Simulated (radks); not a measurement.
Problem. The mean radii <r> (bohr) of the occupied orbitals of an atom or ion are listed with their occupations. Calculated with a radial shooting solver on a logarithmic mesh with Libxc functionals: scalar-relativistic Kohn-Sham, exchange-only PBE, spin-unpolarised, spherical densities, finite nucleus; Fermi nuclear charge, rms radius of each element as measured or else 0.836 A^(1/3) + 0.57 fm.

| orbital | occ. | <r> |
|---|---|---|
| 1s | 2 | 0.05213 |
| 2s | 2 | 0.2352 |
| 2p | 6 | 0.2064 |
| 3s | 2 | 0.6992 |
| 3p | 6 | 0.7262 |
| 3d | 7 | 0.8085 |

Name the element and its charge.

Solution. Z = 29, copper, charge +4: Cu4+ in [Ar] 3d7. The 1s radius gives Z: for a bare nucleus <r> = (2 gamma + 1)/(2Z) with gamma = sqrt(1 - (Z/c)^2), 0.05094 bohr for Z = 29, and screening makes it slightly larger (0.05213 here). The occupations add up to 25, and the charge is Z minus that.
